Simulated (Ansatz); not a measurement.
Computed with Ansatz.

A structure relaxed at PBE0-D4/def2-TZVP, charge 0, multiplicity 1:

```xyz
11

C     1.0364   -0.7155   -0.6928
C     0.0916   -0.4916    0.4647
Cl    1.0032   -0.1287    1.9792
Si   -1.0501    0.9926    0.3052
Cl   -2.2274    0.7530   -1.3709
H     1.7075   -1.5536   -0.4948
H     1.6431    0.1716   -0.8855
H     0.4599   -0.9392   -1.5946
H    -0.4844   -1.3935    0.6801
H    -1.9404    1.0872    1.4817
H    -0.2394    2.2177    0.1276
```

Problem. Give its formula and SMILES.

Solution. C2H6Cl2Si, `CC(Cl)[SiH2]Cl`.

Problem. Summarise the bond lengths by kind.

Solution. 1 × C–C 1.511 Å; 4 × C–H 1.092 to 1.093 Å; 1 × C–Cl 1.805 Å; 1 × C–Si 1.879 Å; 1 × Cl–Si 2.062 Å; 2 × H–Si 1.478 to 1.480 Å.
